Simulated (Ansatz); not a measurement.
Stepwise reaction of `N[SiH](N)N` with hydrogen, as a gas-phase model of exchange steps in deposition or etching. ΔE in kJ/mol; ΔG adds harmonic PBE0-D4 terms to CCSD(T)/CBS, at 1 bar.

Program: Ansatz. Geometries: PBE0-D4/def2-TZVP. ΔE: electronic, gas phase. CBS: MP2 limit from def2 TZ/QZ plus the TZ coupled-cluster correction, frozen cores. This one scheme is used for every species. Functionals use def2-TZVPP. B3LYP here is the variant with VWN-RPA as its local correlation; programs differ in this. One conformer a species, not always the lowest.

```json
{"step": "1", "reaction": "`N[SiH](N)N` + H₂ → `N[SiH2]N` + NH₃", "PBE-D4": "47.1", "B3LYP-D4": "49.6", "ωB97M-V": "51.3", "CCSD(T)/CBS": "50.6", "ΔG(400 K)": "52.2"}
{"step": "2", "reaction": "`N[SiH2]N` + H₂ → `N[SiH3]` + NH₃", "PBE-D4": "40.9", "B3LYP-D4": "43.5", "ωB97M-V": "44.6", "CCSD(T)/CBS": "44.7", "ΔG(400 K)": "42.6"}
{"step": "3", "reaction": "`N[SiH3]` + H₂ → SiH₄ + NH₃", "PBE-D4": "16.4", "B3LYP-D4": "19.3", "ωB97M-V": "20.5", "CCSD(T)/CBS": "20.5", "ΔG(400 K)": "31.7"}
```

Problem. By hand: ΔE of the 3 steps together at CCSD(T)/CBS.

Solution. (50.6) + (44.7) + (20.5) = 115.8 kJ/mol, or 38.6 kJ/mol a step.

In ΔE each step is lower than the one before. All are uphill at CCSD(T)/CBS. ΔG lies between 31.7 and 52.2 kJ/mol a step. PBE-D4 differs from CCSD(T)/CBS by -4.1 to -3.5 kJ/mol a step. Isolated molecules leave out the surface, adducts and barriers. Largest T1 diagnostic: 0.011.
